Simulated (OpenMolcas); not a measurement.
Co2+: ligand-field states by method

Co2+ with its 6 nearest fluoride ions at 2.089 Å, on the Cd site of idealised cubic KCdF3 (a = 4.302 Å, distance in the model lattice 2.151 Å). The rest of the host is ab initio model potentials to 7.6 Å, with orthogonalisation functions on the cations behind the ligands, and point charges beyond; the distance is set by hand and nothing relaxes. Ligand basis ANO-RCC-VDZP.

```yaml
Program: OpenMolcas 26.06
Basis: ANO-RCC-VTZP [6s5p3d2f1g]
Scalar_Hamiltonian: DKH2, point nucleus
Active_space: 7 electrons in 5 orbitals (3d)
State_averaging: 2S+1 = 4 even, 10 roots; 2S+1 = 2 even, 40 roots
Spin-orbit_coupling: RASSI with atomic mean-field integrals over the reference wave functions
```

I. CASSCF
II. SS-CASPT2, IPEA 0.25 Eh, imaginary shift 0.1 Eh (closed shells correlated: 3s 3p and the ligand valence shells)

Spin-free states (labels of O, the rotations of Oh) in cm-1, each column counted from its own energy of the first state listed:

| State | Degeneracy | I | II |
| --- | --- | --- | --- |
| 4T1 | 3 | 0 | 0 |
| 4T2 | 3 | 5129 | 6940 |
| 4A2 | 1 | 11251 | 14480 |
| 2E | 2 | 16162 | 13150 |
| 2T1 | 3 | 20066 | 17040 |
| 2T2 | 3 | 20192 | 17290 |
| 4T1 | 3 | 22479 | 20040 |
| 2A1 | 1 | 23350 | 21110 |
| 2T1 | 3 | 25746 | 20490 |
| 2T2 | 3 | 27880 | 24650 |
| 2T1 | 3 | 28195 | 26260 |
| 2E | 2 | 30076 | 27660 |
| 2E | 2 | 32816 | 31250 |
| 2T2 | 3 | 32898 | 30140 |
| 2T1 | 3 | 32978 | 31710 |
| 2T2 | 3 | 46196 | 38820 |
| 2T1 | 3 | 46682 | 40220 |
| 2A2 | 1 | 47505 | 40820 |
| 2E | 2 | 71201 | 61240 |
| 2T2 | 3 | 71212 | 60670 |

From I to II, I's first state of the same spin (4T2) moves from 5129 to 6940 cm-1, by about +1800 cm-1.

From I to II, I's first state of another spin (2E) moves from 16162 to 13150 cm-1, by about -3000 cm-1.

I: A least-squares ligand-field fit to the states below 45000 cm-1, each weighted by its degeneracy and with a free common offset, gives 10Dq = 5831 cm-1, B = 1219 cm-1 and C = 4487 cm-1 (C/B = 3.68), with an rms deviation of 95 cm-1. The same method and metal basis give the free ion B = 1229 cm-1 (fit to its terms below 60000 cm-1, rms deviation 20 cm-1), so the nephelauxetic ratio is β = 1219 / 1229 = 0.99; it hangs on how both fits weigh the states, and computed free-ion B values tend to be too large, so β mixes covalency with correlation.

χT at 300 K: I 3.68, II 3.58 cm3 K/mol.

Roots that are degenerate in the reference are averaged as groups; the widest CASPT2 spread within a group is 81 cm-1 (the 2-fold group of multiplicity 2 near 27700 cm-1 above the lowest state of its run, II). Shifts and gaps below about the spread of the groups concerned are not significant. Over all roots computed the reference weight is 0.72 to 0.74 in II; a low but even weight reflects the number of correlated electrons. An orbital triplet at a regular site is open to Jahn-Teller coupling, which can distort the site and quench the lowest spin-orbit gaps and is left out. Ligand-to-metal charge-transfer states are missing. Without dynamic correlation the repulsion within the d shell is too large (B by tens of per cent), so at a given field states of lower spin stand too high (holds for I). With no ligand orbital active B as a rule stays too high, so bands that hang on it stand too high and its fall with covalency is understated (holds for I). With metal d orbitals alone and no dynamic correlation 10Dq can be off by a tenth to a fifth, either way, in oxide and fluoride hosts (holds for I). A single d shell leaves out the double-shell effect, which counts most for late 3d ions, where the CASPT2 field can be off either way by tens of per cent (holds for II). These CASPT2 states fit no ligand-field parameters well, so their order and spin gaps are uncertain (holds for II). For late 3d ions with one d shell CASPT2 can put B and the spin-flip bands somewhat low as well as high (holds for II). With one d shell and no ligand orbital active, 10Dq can be off by tens of per cent for divalent 3d ions, low with halides held by bare charges and at times high in hosts (holds for II). Free-ion shares, where given, are those of the reference states; single-state CASPT2 does not remix them (holds for II). No measured value stands beside these numbers; the geometry was set by hand and not optimised.
